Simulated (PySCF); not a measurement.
These are ωB97X-D3(BJ)/def2-TZVP // PBE0-D3(BJ)/def2-TZVP (PySCF) values and carry that method's errors. All species are isolated molecules in the gas phase. Excitations are Tamm–Dancoff values on a coarser integration grid. The basis has no diffuse functions, so Rydberg states are missing or too high.

Reference species (SMILES): `C=[SiH2]` (neutral, multiplicity 1).

```json
{
  "S1 excitation (TDA)": "5.60 eV",
  "T1 excitation (TDA)": "2.84 eV"
}
```

Changed species: `[SiH](=C)[GeH3]` (X = germyl; the reference has X = H).

Task: What does the change do to the S1 excitation (TDA) and T1 excitation (TDA)?

Result: the S1 excitation (TDA) falls by 0.22 eV, to 5.38 eV; the T1 excitation (TDA) falls by 0.17 eV, to 2.67 eV.
